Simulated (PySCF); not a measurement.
C₄H₇FSi, SMILES F[C@]1([SiH3])C=CC1.

Geometry: PBE0-D3(BJ)/def2-SVP. The structure was generated by enumeration; whether it is a known compound was not checked.

Two levels are set side by side: PBE/def2-TZVP (PySCF) and ωB97X/def2-TZVP (PySCF). Same geometry, gas phase. Differences are taken from unrounded values.

```json
[
 {"quantity": "orbital gap (eV)", "ωB97X": "11.63"},
 {"quantity": "highest occupied level (eV)", "ωB97X": "-9.92"},
 {"quantity": "lowest empty level (eV)", "ωB97X": "1.71"},
 {"quantity": "dipole moment (D)", "ωB97X": "1.85"},
 {"quantity": "mean polarisability (bohr³)", "ωB97X": "70.5"}
]
```

Question: What does PBE give, and how far is it from ωB97X? (Estimate from the structure and the level; the computed values follow.)

Answer: 
```json
[
 {"quantity": "orbital gap (eV)", "PBE": "4.98", "PBE minus ωB97X": "-6.66"},
 {"quantity": "highest occupied level (eV)", "PBE": "-6.45", "PBE minus ωB97X": "3.47"},
 {"quantity": "lowest empty level (eV)", "PBE": "-1.48", "PBE minus ωB97X": "-3.19"},
 {"quantity": "dipole moment (D)", "PBE": "1.69", "PBE minus ωB97X": "-0.16"},
 {"quantity": "mean polarisability (bohr³)", "PBE": "74.1", "PBE minus ωB97X": "3.6"}
]
```

PBE's occupied levels lie high since its potential decays too fast outside the molecule; exact exchange lowers them and widens the gap. PBE's more diffuse valence density responds more strongly to a field. Differences between two approximate levels are no errors against the true value.

Rough cost on one machine, each run with all the roots and properties that it gave: ωB97X against PBE within a factor of 2.
